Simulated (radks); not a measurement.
Values are calculated unless marked as measured or tabulated.
Species: Xe. Configuration: [Xe].

Level of theory: Dirac Kohn-Sham, PW91, spin-unpolarised, spherical densities, point nucleus (a radial shooting solver on a logarithmic mesh with Libxc functionals).

Energy parts (eV):
total: -202759.884
kinetic: 215421.306
electron-nucleus: -493010.854
Hartree: 79952.188
exchange-correlation: -5122.524

Orbitals (lengths in bohr, moments of r in powers of bohr; r(max) is where P^2 peaks):
orbital  occ.  eigenvalue (eV)      <r^4>   r(max)      <r^2>      <r>
1s1/2       2        -34351.11  2.434e-06  0.01715  0.0009636  0.02665
2s1/2       2        -5344.236  0.0004111  0.09710    0.01543   0.1142
2p1/2       2        -5021.169  0.0002617  0.07437    0.01139  0.09620
2p3/2       4        -4696.408  0.0003163  0.07926    0.01267   0.1020
3s1/2       2        -1093.102    0.01749   0.2791     0.1072   0.3061
3p1/2       2        -958.8162    0.01659   0.2656     0.1020   0.2962
3p3/2       4        -897.1395    0.01920   0.2764     0.1099   0.3079
3d3/2       4        -660.7782    0.01543   0.2241    0.09196   0.2787
3d5/2       6        -647.7436    0.01615   0.2272    0.09426   0.2824
4s1/2       2        -197.2628     0.4944   0.6614     0.5802   0.7167
4p1/2       2        -149.7269     0.6090   0.6771     0.6337   0.7458
4p3/2       4        -137.4127     0.7058   0.7013     0.6819   0.7737
4d3/2       4         -60.5465      1.331   0.7436     0.8856   0.8707
4d5/2       6         -58.5592      1.401   0.7520     0.9081   0.8816
5s1/2       2         -19.7876      23.77    1.624      3.923    1.861
5p1/2       2          -9.1394      55.86    1.852      5.748    2.232
5p3/2       4          -7.9005      70.16    1.938      6.402    2.352

The highest occupied level is 5p3/2 at -7.901 eV. For comparison, the ionisation energy in NIST's Atomic Spectra Database is 12.130 eV (measured). In exact Kohn-Sham theory the highest level is minus the ionisation energy, but local and semilocal functionals leave it too shallow, through self-interaction and a potential that decays too fast; potentials with the right tail come closer. Summed over all electrons, <r^2> = 60.99 bohr^2, which gives a Langevin (diamagnetic) susceptibility term of -48.3 x 10^-6 cm^3/mol.
